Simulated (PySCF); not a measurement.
C₄H₉NSi₂.
Geometry (GFN2-xTB, Å), atoms numbered from 1 in this order:
```xyz
16
C4H9NSi2 angstrom
C      3.2695   -0.7118    0.1002
C      2.1680   -0.2417    0.2032
Si     0.4421    0.4205    0.3710
N      0.6881    1.9922    1.0516
C     -0.5570    0.1975   -1.2774
C     -1.6023   -0.8546   -0.8273
Si    -1.3458   -0.8778    1.0838
H      4.2395   -1.1110    0.0110
H      1.4870    2.5363    0.7689
H     -0.1042    2.5912    1.2127
H      0.0108   -0.1378   -2.1441
H     -1.0534    1.1220   -1.5760
H     -2.6069   -0.6007   -1.1637
H     -1.3710   -1.8260   -1.2649
H     -1.2008   -2.2292    1.6370
H     -2.4713   -0.2602    1.8026
```

NICS = −σ at a ghost point: NICS(0) at the centroid of the ring atoms, NICS(1) 1 Å to either side along the normal of their mean plane, zz for the tensor component along that normal. Level: GIAO PBE0/pcSseg-1 (PySCF, non-relativistic, gas phase) on the GFN2-xTB geometry, one conformer.

Ring bond lengths (Å), with Mayer bond orders in brackets: Si3–C5 1.940 (0.83), C5–C6 1.550 (1.00), C6–Si7 1.928 (0.92), Si7–Si3 2.322 (0.91).

Task: What do the NICS probes read (ppm)?

Result: 
```tsv
ring	type	NICS(0)	NICS(1), two faces	NICS(1)zz, two faces	rms pucker (Å)	centre to ring atoms, mean (Å)
Si3–C5–C6–Si7	4-membered ring with 2 Si; formal bonds all single	1.3	-0.8 / -1.3	4.6 / 3.3	0.07	1.36
```

Task: What can be read from them?

Result: 
- Si3–C5–C6–Si7: mean NICS(1)zz 3.9 ppm, deshielded. Si3, C5, C6, Si7 have four or more neighbours, and the NICS criterion for π rings isn't applied.

On one thread of an Arm Neoverse N1, no GPU, shared host, this took 60 s wall (with the writing of density and orbital grids) and 0.95 GiB of memory at its peak. This is the whole shielding run at PBE0/pcSseg-1, SCF included.
